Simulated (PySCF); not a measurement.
Run record: EPR job, `[CH2]C(=O)C(=O)[SiH2]C(=C)F` [radical].

Method: UKS B3LYP, pcH-1 on C F H O Si, non-relativistic, mean-field spin-orbit, GIAO (PySCF 2.14.0). Geometry: GFN2-xTB. The command runs a driver script over a list of jobs; the input below is this job's line of settings and its coordinates in Å.

Command:
```bash
OMP_NUM_THREADS=1 python probes_run.py task.json out
```

Input:
```
{"job": {"kind": "epr", "basis": "pcH-1"}, "charge": 0, "multiplicity": 2}
C     -2.653916    -0.423985    -0.579090
C     -1.505515    -0.133541     0.076093
O     -0.724958    -0.821833     0.780575
C     -0.957232     1.268096    -0.150762
O     -1.401350     2.209017    -0.707898
Si     0.737930     0.975117     0.840882
C      1.840665    -0.145464    -0.214110
C      2.111812    -1.427238    -0.043395
F      2.465139     0.521879    -1.223194
H     -2.942160    -1.451251    -0.726131
H     -3.218090     0.346620    -1.067948
H      1.350037     2.313480     0.702564
H      0.474938     0.704251     2.242860
H      2.800569    -1.950912    -0.687235
H      1.617716    -1.976247     0.734878
```

Output:
```
UKS, coarse grid
  cycle   1  E = -733.55761150  |g| = 8.44e-01
  cycle   2  E = -732.13095626  |g| = 2.03e+00
  cycle   3  E = -733.77561649  |g| = 3.49e-01
  cycle   4  E = -733.78950530  |g| = 3.32e-01
  cycle   5  E = -733.82688429  |g| = 1.10e-01
  cycle   6  E = -733.83081651  |g| = 7.39e-02
  cycle   7  E = -733.83302014  |g| = 4.39e-02
  cycle   8  E = -733.83397138  |g| = 3.14e-02
  cycle   9  E = -733.83469301  |g| = 2.03e-02
  cycle  10  E = -733.83524140  |g| = 9.90e-03
  cycle  11  E = -733.83542660  |g| = 4.71e-03
  cycle  12  E = -733.83548359  |g| = 2.08e-03
  cycle  13  E = -733.83549862  |g| = 1.09e-03
  cycle  14  E = -733.83550207  |g| = 8.59e-04
UKS, final grid
  cycle   1  E = -733.83541852  |g| = 1.32e-03
  cycle   2  E = -733.83541596  |g| = 2.98e-03
  cycle   3  E = -733.83541977  |g| = 4.13e-04
  cycle   4  E = -733.83541989  |g| = 2.73e-04
  cycle   5  E = -733.83542006  |g| = 2.07e-04
  cycle   6  E = -733.83542024  |g| = 1.39e-04
  cycle   7  E = -733.83542027  |g| = 7.29e-05
  cycle   8  E = -733.83542028  |g| = 5.72e-05
  cycle   9  E = -733.83542029  |g| = 2.87e-05
E = -733.83542029 Eh   <S^2> = 0.7741 (exact 0.7500)
g shifts (ppm)      1          2          3
  rmc          -214       -214       -214
  gc             -1         27         62
  oz_so        1130       2535       5060
  total         916       2348       4908
hyperfine (MHz)  atom isotope    a_iso     a_fc   dipolar eigenvalues
    0   13C      47.61      47.70    -50.05    -49.05     99.11
    1   13C     -28.16     -28.29    -23.74      5.26     18.48
    2   17O     -24.68     -24.02   -109.12     53.66     55.46
    3   13C     -11.68     -11.64     -8.54     -2.37     10.91
    4   17O      -4.23      -4.28    -40.70     10.76     29.94
    5  29Si      -5.35      -5.40    -11.05      4.95      6.11
    6   13C      -0.61      -0.61     -0.51     -0.24      0.74
    7   13C       1.85       1.85     -0.38     -0.28      0.66
    8   19F      -0.70      -0.68     -1.85     -1.51      3.36
    9    1H     -30.84     -30.85    -22.28     -3.06     25.34
   10    1H     -39.15     -39.14    -22.98     -2.92     25.91
   11    1H       1.59       1.59     -1.55     -0.42      1.96
   12    1H       7.44       7.44     -2.54     -1.35      3.89
   13    1H       1.42       1.42     -0.70     -0.68      1.37
   14    1H       1.55       1.55     -2.03     -1.65      3.68
```

rmc, gc and oz_so are the mass-correction, gauge-correction and orbital-Zeeman/spin–orbit parts of the g shift along its three principal axes; a_iso is the isotropic hyperfine coupling and a_fc its Fermi-contact part. The program numbers atoms from 0.

**Question.** How far is ⟨S²⟩ from the pure-spin value?

**Answer.** S = 0.5 gives S(S+1) = 0.75; the run has 0.7741, 0.0241 more.

**Question.** Get g_iso from the total shifts.

**Answer.** Their mean is 2724 ppm; added to g_e = 2.002319 it gives 2.00504.

In short: ⟨S²⟩ 0.774; g_iso 2.0050.

One conformer (not necessarily the lowest) at the GFN2-xTB geometry, without solvent, vibrations or thermal averaging. Note that the optimisation stopped short of convergence; the values belong to its last geometry.

**Question.** How long does this job take on one thread of an Arm Neoverse N1, on a shared host? And the peak memory of the process?

**Answer.** About 3.3 min (density and orbital grids were written too), with 0.98 GiB resident at the peak, the Python interpreter and its libraries included.
Labels such as C1 count atoms from 1, the log's own numbers from 0.
